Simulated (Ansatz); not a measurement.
The cluster ZrO2. Charge 0, multiplicity 3. Geometry PBE-D4/def2-TZVPD, that of the charge -1 doublet; atoms count from 1.

Cartesian coordinates in Å:
```
Zr -0.401 0.028 0.584
O -0.532 -1.214 -0.738
O 0.933 1.186 0.154
```

In the def2 sets Zr takes a core potential; there is no spin–orbit coupling. At PBE0-D4/def2-TZVPD a singlet of charge 0 lies 1.84 eV below the triplet at the same geometry. The structure comes from a short search, and lower isomers may exist.

Estimate the Mulliken populations from the PBE0/def2-TZVPD orbitals of Ansatz.


| atom | charge (e) | spin (α − β) | d electrons |
| --- | --- | --- | --- |
| Zr1 | 1.16 | 0.79 | 2.04 |
| O2 | -0.58 | 0.60 | – |
| O3 | -0.58 | 0.60 | – |
Mulliken values and Mayer orders depend strongly on the basis. With diffuse functions, as here, like atoms can get unlike values, and bond orders can come out too low or too high.

Where does the spin sit?

Summed by element: Zr 0.79, O 1.21, of 2 unpaired in all. Largest on single atoms: Zr1 0.79, O2 0.60, O3 0.60.

And the Mayer bond orders between bonded heavy atoms (over 0.3)?

Zr1–O2 1.53 (1.82 Å); Zr1–O3 1.53 (1.82 Å).
